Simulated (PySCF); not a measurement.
Computed shifts of a molecule C2H7ClSi, PBE0/pcSseg-1 in PySCF, GIAO, gas phase, atoms alike by connectivity averaged where their shifts nearly agree, in ppm (number of nuclei): ²⁹Si: 3.2 (1). ¹³C: 13.2 (1), 10.9 (1). ¹H: 5.39 (1), 5.26 (1), 1.49 (3), 1.26 (1), 0.90 (1). References: ²⁹Si against TMS (σ = 352.7 ppm); ³⁵Cl against HCl (σ = 945.9 ppm); ¹³C against TMS (σ = 186.3 ppm); ¹H against TMS (σ = 31.56 ppm), references at their B3LYP-D3(BJ)/def2-TZVP geometries, non-relativistic (without spin–orbit terms, shifts of atoms bonded to Cl or Br come out too high). The structure is a stationary point at B3LYP-D3(BJ)/def2-SVP. The values are those of a single conformer.

### Question
Pick the molecule that these values belong to.
A) CC[SiH2]Cl
B) C[SiH](C)Cl
C) [SiH3]CCCl

### Answer
A, CC[SiH2]Cl
